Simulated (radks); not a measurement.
Coulomb parameter of the 3d shell of the nickel ion Ni3+ in the model configuration [Ar] 3d6 4s1, as a second difference U = [E(n + 0.25) + E(n - 0.25) - 2 E(n)] / (0.25)^2 with all orbitals relaxed. "Bare": the charge of the atom changes with n. "Screened": the 4s shell takes up the change at fixed total charge, which measures U(3d,3d) + U(4s,4s) - 2 U(3d,4s). All-electron calculation, scalar-relativistic Kohn-Sham, PBEsol, spin-unpolarised, spherical densities, finite nucleus; Fermi nuclear charge, rms radius 3.7757 fm. Program: a radial shooting solver on a logarithmic mesh with Libxc functionals.

| case | configuration | E - E(n) (eV) |
|---|---|---|
| start | [Ar] 3d6 4s1 | 0.000 |
| bare +0.25 | [Ar] 3d6.25 4s1 | -13.092 |
| bare -0.25 | [Ar] 3d5.75 4s1 | 14.425 |
| screened +0.25 | [Ar] 3d6.25 4s0.75 | -4.551 |
| screened -0.25 | [Ar] 3d5.75 4s1.25 | 4.889 |

U(bare) = 21.317 eV, U(screened by 4s) = 5.414 eV, against the Slater integral F0(3d,3d) = 29.401 eV with frozen orbitals.
